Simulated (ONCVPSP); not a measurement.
## What one change does to a pseudopotential (antimony (Sb), ONCV)

- Element: Sb (Z = 51)
- Generator: ONCVPSP 4.0.1
- Type: optimised norm-conserving Vanderbilt (ONCV)
- Functional: PW91
- Relativity: scalar-relativistic
- Frozen core: [Kr] 4d10
- Valence charge: 5
- Reference configuration: 5s2 5p2 (charge +1)
- Partial waves: 5s: rc 1.80 bohr, ncon 5, nbas 8, qcut 3.7 1/bohr, 3 projectors, debl 1.7 Ha; 5p: rc 2.25 bohr, ncon 5, nbas 10, qcut 3.4 1/bohr, 2 projectors, debl 1.6 Ha; d scattering state at 0.06 Ha: rc 2.45 bohr, ncon 3, nbas 6, qcut 4.1 1/bohr, 3 projectors, debl 1.4 Ha
- Local potential: polynomial inside 1.40 bohr (lpopt 5, dvloc0 0 Ha)
- Core correction: none

Change: core correction Teter function, fcfact 4.25, rcfact 1.45.

Cutoffs: the cutoffs (Ha) at which the residual kinetic energy of the hardest occupied pseudo-wave falls to 1 and 0.1 mHa per electron; they do not see the model core or the augmentation charge, which bear on the density cutoff. Errors are all-electron minus pseudo energies relative to the spin-unpolarised reference configuration.

Q: How do hardness, ghosts and transferability respond?

A: The potential gets neither clearly harder nor softer (37 Ha and 49 Ha → 37 Ha and 49 Ha); both files keep a bound ghost (d, s); of the 4 tests that both files solve, the error grows in 4 and shrinks in 0 by more than 15 % and 0.3 meV (median size 8.6 → 167.1 meV). A model core, the more so a compact one, raises the density cutoff, which this test does not measure.

```tsv
quantity	base	changed
cutoff, loose	37 Ha	37 Ha
cutoff, tight	49 Ha	49 Ha
bound ghosts	s, d	s, d
GHOST(+) flags under 300 eV	p at 64.6 eV	p at 64.6 eV
error for 5s2 5p3, meV [ΔE -8.38 eV]	+1.1	-15
error for 5s2 5p1, meV [ΔE 16.05 eV]	-4.8	-51
error for 5s2 5p0, meV [ΔE 40.56 eV]	+12	-283
error for 5s1 5p0, meV [ΔE 84.96 eV]	+210	-789
s: phases at 1.83 bohr within 0.05 rad from the reference energy up to (Ha; the scan ends near 5)	to the end of the scan	to the end of the scan
p: phases at 2.28 bohr within 0.05 rad from the reference energy up to (Ha; the scan ends near 5)	2.2	2.2
d: phases at 2.48 bohr within 0.05 rad from the reference energy up to (Ha; the scan ends near 5)	n/a	n/a
```

 A true bound ghost makes a file unfit for plane-wave use even where its test errors are small: the radial tests pick states by their node count and pass the ghost by.
